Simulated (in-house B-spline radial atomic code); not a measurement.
Radial electron density of neutral cerium, [Xe] 4f1 5d1 6s2. Computed with an all-electron radial atomic-structure program (B-spline basis): scalar-relativistic (X2C) PBE0, spin-polarised, spherical fractional occupations, exact exchange averaged over the configuration, Fermi nucleus of rms radius 4.8771 fm.

One-electron X2C: radii and densities carry no picture-change correction, so inner-shell <1/r> comes out high (for 1s by about 2 % at Z = 33, 5 % at 54, 10 % at 75, 30 % at 118) and <r> low.

Columns: r (bohr), 4πr²n(r) (electrons per bohr), bar.

```
0.000684    2.342 #
0.000859    3.323 #
 0.00108    4.703 ##
 0.00136    6.633 ###
  0.0017    9.188 ####
 0.00214    12.74 ######
 0.00269    17.42 ########
 0.00337    23.37 ##########
 0.00424    30.93 ##############
 0.00533    39.93 ##################
 0.00669    49.95 ######################
  0.0084    60.22 ###########################
  0.0106    69.52 ###############################
  0.0133    75.65 ##################################
  0.0167    77.36 ##################################
  0.0209     74.5 #################################
  0.0263    69.18 ###############################
   0.033     66.4 #############################
  0.0415    71.18 ################################
  0.0521    83.95 #####################################
  0.0655    97.17 ###########################################
  0.0822     99.1 ############################################
   0.103    87.11 #######################################
    0.13    74.14 #################################
   0.163     76.5 ##################################
   0.205    86.07 ######################################
   0.257    77.96 ###################################
   0.323    50.36 ######################
   0.406    31.78 ##############
    0.51    34.01 ###############
   0.641    35.78 ################
   0.805    25.16 ###########
    1.01    13.81 ######
    1.27    9.302 ####
     1.6    7.394 ###
       2    4.719 ##
    2.52    2.286 #
    3.16    1.198 #
    3.97   0.8046 
    4.99   0.4936 
    6.27   0.2089 
    7.88  0.05591 
     9.9 0.008799 
    12.4 0.0007453 
    15.6 2.75e-05
```

On this grid the curve has 4 maxima, near 0.0167, 0.0822, 0.205, 0.641 bohr.

The 4f up radial function P(r) = rR(r), positive near the nucleus:

| r (bohr) | P |
| --- | --- |
| 0.033 | 0.001157 |
| 0.0521 | 0.0055 |
| 0.0822 | 0.02329 |
| 0.13 | 0.08451 |
| 0.205 | 0.2454 |
| 0.323 | 0.5423 |
| 0.51 | 0.866 |
| 0.805 | 0.9462 |
| 1.27 | 0.7113 |
| 2 | 0.375 |
| 3.16 | 0.131 |
| 4.99 | 0.02861 |
| 7.88 | 0.00289 |
